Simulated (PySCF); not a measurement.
Computed shifts of a molecule CH₃NO₃Si, KT2/pcSseg-1 (PySCF), GIAO, gas phase, atoms alike by connectivity averaged where their shifts nearly agree, in ppm (number of nuclei): ²⁹Si: -63.0 (1). ¹⁵N: 57.9 (1). ¹³C: 117.0 (1). ¹H: 4.98 (1), 2.47 (1), 2.02 (1). References: ²⁹Si against TMS (σ = 361.9 ppm); ¹⁷O against H2O (σ = 330.4 ppm); ¹⁵N against NH3 (σ = 266.2 ppm); ¹³C against TMS (σ = 185.1 ppm); ¹H against TMS (σ = 31.47 ppm), references at their B3LYP-D3(BJ)/def2-TZVP geometries, non-relativistic. Geometry: B3LYP-D3(BJ)/def2-SVP. One conformer was computed; it need not be the lowest.

Problem. Which molecule gave these data?
A) N#CO[SiH](O)O
B) O=C=N[SiH](O)O
C) O[Si]1(O)N=CO1

Solution. B, O=C=N[SiH](O)O
